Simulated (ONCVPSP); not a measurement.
Plane-wave convergence, ONCV potential for Sc (Z = 21)

| Item | Value |
| --- | --- |
| Element | Sc (Z = 21) |
| Generator | ONCVPSP 4.0.1 |
| Type | optimised norm-conserving Vanderbilt (ONCV) |
| Functional | LDA (Perdew-Zunger) |
| Relativity | scalar-relativistic |
| Frozen core | [Ar] |
| Valence charge | 3 |
| Reference configuration | 3d1 4s1 4p1 |
| Partial waves | 4s: rc 3.05 bohr, ncon 4, nbas 7, qcut 2.2 1/bohr, 2 projectors, debl 2.3 Ha; 4p: rc 4.00 bohr, ncon 5, nbas 9, qcut 1.7 1/bohr, 1 projector; 3d: rc 2.80 bohr, ncon 4, nbas 9, qcut 6.5 1/bohr, local |
| Local potential | the d channel |
| Core correction | Teter function, fcfact 5, rcfact 1.4 |

**Question.** For each optimised wave give the share of its norm inside rc, the residual kinetic energy above qcut (Ha) and the cutoffs (Ha) for errors of 10, 1, 0.1 and 0.01 mHa per electron.

**Answer.**

```json
{"wave": "4s", "norm inside rc": "0.376", "residual KE": "8.2e-04", "10 mHa": "1.3", "1 mHa": "2.5", "0.1 mHa": "8.8", "0.01 mHa": "12.5"}
{"wave": "s projector 2", "norm inside rc": "0.172", "residual KE": "2.4e-01", "10 mHa": "7.8", "1 mHa": "16.4", "0.1 mHa": "19.1", "0.01 mHa": "23.8"}
{"wave": "4p", "norm inside rc": "0.380", "residual KE": "3.8e-04", "10 mHa": "0.4", "1 mHa": "0.9", "0.1 mHa": "4.4", "0.01 mHa": "14.2"}
{"wave": "3d", "norm inside rc": "0.854", "residual KE": "2.2e-08", "10 mHa": "11.1", "1 mHa": "13.7", "0.1 mHa": "15.9", "0.01 mHa": "17.6"}
```

The occupied waves need 14 Ha and 16 Ha for 1 and 0.1 mHa. Note: no bound ghost flagged; GHOST(+) flagged for p at 2.57 eV, s at 29.3 eV.
